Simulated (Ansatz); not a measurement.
Mulliken charges of CH$_{3}$F$_{2}$Sc (`[CH3][Sc]([F])[F]`) from r2SCAN/def2-TZVPP in Ansatz (PBE0-D4/def2-TZVP geometry).

```tsv
atom	x (Å)	y (Å)	z (Å)	charge (e)
C1	-0.411	0.890	-0.216	-0.462
Sc2	0.461	-1.044	0.269	1.088
F3	1.986	-1.065	1.303	-0.419
F4	-0.348	-2.556	-0.404	-0.419
H5	-1.470	0.822	-0.491	0.074
H6	-0.325	1.606	0.610	0.073
H7	0.107	1.346	-1.072	0.065
```

Q: By hand: the dipole of these point charges (1 e Å = 4.8032 D).

A: Σ q r = (-0.120, 0.236, -0.046) e Å, of length 0.269 e Å = 1.29 D.

Q: How does the dipole of the full density compare? (Best estimate.)

A: Computed: (-0.074, 0.145, -0.025) e Å, 0.79 D; the point charges give 1.63 times that, at 1° from its direction.

Point charges leave out the atoms' own dipoles, such as those of lone pairs, and Mulliken's split depends on the basis, so the two needn't agree.
